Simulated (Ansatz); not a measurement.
Reading a saddle point

A first-order saddle point of SiNH7SO, singlet, PBE0-D4/def2-TZVP, with one imaginary mode of 927i cm⁻¹:

| atom | x (Å) | y (Å) | z (Å) |
| --- | --- | --- | --- |
| Si1 | -0.6230 | 0.1687 | -0.1278 |
| S2 | -0.0136 | -1.2878 | 1.9672 |
| H3 | -1.6838 | -0.6205 | -0.8200 |
| H4 | -1.3797 | 0.9752 | 0.8733 |
| N5 | 0.2060 | 1.4585 | -0.8655 |
| H6 | 0.7089 | -1.4259 | 0.5743 |
| O7 | 0.7130 | -1.0089 | -0.6182 |
| H8 | 0.8053 | -0.3267 | 2.4249 |
| H9 | 0.9348 | 1.3505 | -1.5488 |
| H10 | -0.0292 | 2.4147 | -0.6660 |
| H11 | 0.3612 | -1.6978 | -1.1934 |

Program: Ansatz 0.2.0. Basis: def2-TZVPP and def2-QZVPP. Cores are frozen in the correlated methods. Extrapolation: Hartree–Fock as exp(−7.88 √X), correlation as X^−2.97.

Task: Which contacts change along the imaginary mode, and what lies on either side? (A judgement: the text doesn't fix the answer.)

Result: By the calculation: The step is SiNH₅S ([NH2][SiH2][SH]) + H₂O → SiNH₅O ([NH2][SiH2][OH]) + H₂S, with the molecules in contact on both sides. Shortening one way: Si1–O7, S2–H6; lengthening the same way: Si1–S2, H6–O7.
```
  pair  one side (Å)  saddle (Å)  other side (Å)
Si1–O7          3.53        1.85            1.66
 S2–H6          2.48        1.58            1.35
Si1–S2          2.17        2.62            3.84
 H6–O7          0.97        1.26            2.32
```

Task: Which side is lower, and how far does the saddle lie above each? (An estimate is asked for; the value comes from the calculation.)

Result: The calculation gives: The side with Si1–O7, S2–H6 short is lower by 27.3 kJ/mol; the saddle lies 166.5 kJ/mol above it and 139.2 kJ/mol above the other (CCSD(T) at an estimated basis limit (MP2 extrapolated from triple and quadruple zeta, plus CCSD(T) − MP2 in triple zeta); electronic energies).

The T1 diagnostic stays at or below 0.012.

Labels in which every atom is bracketed show which atoms are joined, not bond orders.

For scale, one of the runs: CCSD(T)/def2-TZVPP, 244 basis functions, launched by `ansatz run in.yaml --threads 4 --pin off --events-out ev --progress --plain --max-ram 9574MiB`. Hardware: 4 CPU threads of an AMD EPYC 9R14, shared host. Wall time 74 s; peak host memory 4.7 GiB.
